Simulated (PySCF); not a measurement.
**Excitation energy of Se+ by level of theory**

Se+ [Ar] 3d10 4s2 4p3 (4S) → Se+ [Ar] 3d10 4s1 4p4 (4P), as a difference of total energies. Calculation: PySCF 2.14, in x2c-TZVPPall with one added diffuse shell each of s, p, d type (7s6p5d1f, 57 functions); scalar relativity by spin-free X2C-1e. Correlated levels: valence: [Ar] 3d10 frozen. The calculations carry no spin-orbit coupling.

```tsv
method	excitation energy (eV)
UHF	10.911
MP2 (valence)	10.911
SCS-MP2 (valence)	10.910
CCSD (valence)	10.438
CCSD(T) (valence)	10.313
```

Question: How much does correlation contribute at CCSD(T) (valence)?

Answer: 10.313 − (10.911) = -0.598 eV, measured against UHF.

Errors of the correlated levels include the incompleteness of this basis and the frozen core.

The coupled-cluster amplitudes are large for the upper state (T1 above 0.03 or a double amplitude above 0.15), so a single reference is strained.

For comparison: 10.523 eV (measured; NIST levels, between the centres of gravity of the two terms).
